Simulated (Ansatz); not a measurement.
System: C4H8OSi (charge 0, singlet). 
Coordinates optimised at B3LYP-D3(BJ)/def2-TZVP (Ansatz, a first-principles code):
```
C
C 1 1.3328
H 2 1.0821 1 120.16
H 2 1.0827 3 118.13 1 179.98
C 1 1.5017 2 123.55 3 179.98
H 5 1.0891 1 111.00 2 -0.07
H 5 1.0931 6 107.93 1 -122.34
H 5 1.0932 6 107.91 7 -115.32
C 1 1.5044 2 118.45 3 0.10
O 9 1.2168 1 121.93 2 -1.17
Si 9 1.9412 10 117.14 1 -179.91
H 11 1.4750 9 107.18 10 0.16
H 11 1.4830 12 110.43 9 120.25
H 11 1.4831 12 110.43 13 119.54
```

Basis-set convergence of Hartree-Fock and CCSD(T) correlation energies (hartree) with Ansatz. Cores are frozen in the correlated levels unless marked. Spin-orbit coupling is left out. No relativistic terms.

The Hartree-Fock reference is unstable (checked in the largest basis), which strains HF and MP2. 

```tsv
basis	functions	E(HF)	E(corr, CCSD(T))
cc-pV(D+d)Z	133	-519.90595	-0.91504
cc-pV(T+d)Z	301	-519.98179	-1.10646
cc-pV(Q+d)Z	579	-520.00103	-1.16726
```

Extrapolating the two largest sets (X = 3 and 4) as X^-3: E(corr) = (64·(-1.16726) - 27·(-1.10646))/37 = -1.2116 Eh, an estimate of the basis-set limit. The largest set recovers 96.3 % of it, the smallest 75.5 %.
